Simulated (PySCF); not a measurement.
C4H7BO, SMILES CB1CC(=C)O1.

Coordinates come from a B3LYP-D3(BJ)/def2-SVP optimisation. This is a generated structure with no PubChem entry under its InChIKey; it may be hypothetical.

Two levels are set side by side: TDDFT-PBE/def2-SVPD (PySCF) and TDDFT-PBE0/def2-SVPD (PySCF). Vertical, same geometry. The lowest singlet is HOMO→LUMO 93 % with PBE and HOMO→LUMO 94 % with the other functional; states are paired by order. Differences are taken from unrounded values.

```json
[
 {"quantity": "lowest singlet excitation (eV)", "TDDFT-PBE0": "6.04"},
 {"quantity": "lowest triplet excitation (TDA) (eV)", "TDDFT-PBE0": "4.35"},
 {"quantity": "first bright state (f over 0.05) (eV)", "TDDFT-PBE0": "6.04"},
 {"quantity": "its oscillator strength", "TDDFT-PBE0": "0.07"}
]
```

### Question
What does TDDFT-PBE give, and how far is it from TDDFT-PBE0? (An estimate is asked for; the answer gives what the named calculation found.)

### Answer

| quantity | TDDFT-PBE | TDDFT-PBE minus TDDFT-PBE0 |
|---|---|---|
| lowest singlet excitation (eV) | 5.24 | -0.80 |
| lowest triplet excitation (TDA) (eV) | 4.40 | 0.05 |
| first bright state (f over 0.05) (eV) | 5.24 | -0.80 |
| its oscillator strength | 0.06 | -0.01 |

A lower first singlet is the usual sign of a functional without exact exchange. Differences between two approximate levels are no errors against the true value.

Rough cost on one machine, each run with all the roots and properties that it gave: TDDFT-PBE0 against TDDFT-PBE about 4 times.
